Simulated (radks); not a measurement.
Task: The mean radii <r> (bohr) of the occupied orbitals of an atom or ion are listed with their occupations. Calculated with a radial shooting solver on a logarithmic mesh with Libxc functionals: non-relativistic Kohn-Sham, PBEsol, spin-polarised, spherical densities, point nucleus.

orbital  occ.      <r>
1s up       1  0.05294
1s down     1  0.05294
2s up       1   0.2389
2s down     1   0.2388
2p up       3   0.2080
2p down     3   0.2079
3s up       1   0.7197
3s down     1   0.7205
3p up       3   0.7487
3p down     3   0.7500
3d up       5   0.9444
3d down     4   0.9606
4s up       1    2.744
4s down     1    2.778

Name the element and its charge. Open shells, if any, are filled with parallel spins first.

Result: Z = 29, copper, charge 0: Cu in [Ar] 3d9 4s2. The 1s radius gives Z: for a bare nucleus <r> = 1.5/Z, 0.05172 bohr for Z = 29, and screening makes it slightly larger (0.05294 here). The occupations add up to 29, and the charge is Z minus that.
